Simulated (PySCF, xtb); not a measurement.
C2H6N, SMILES C=[NH+]C, charge +1.

xtb 6.7.1 with GFN2-xTB at its own geometry gives an orbital gap of 4.33 eV.

Geometry optimised at B3LYP-D3(BJ)/def2-TZVP. The isomer is the one that the SMILES or the coordinates give; other isomers of the formula were not compared.

### Question
What does CAM-B3LYP/def2-TZVPD run with PySCF give? (An estimate is asked for; the answer gives what the named calculation found.)

### Answer
gap 10.89 eV (levels -17.45 and -6.56 eV).
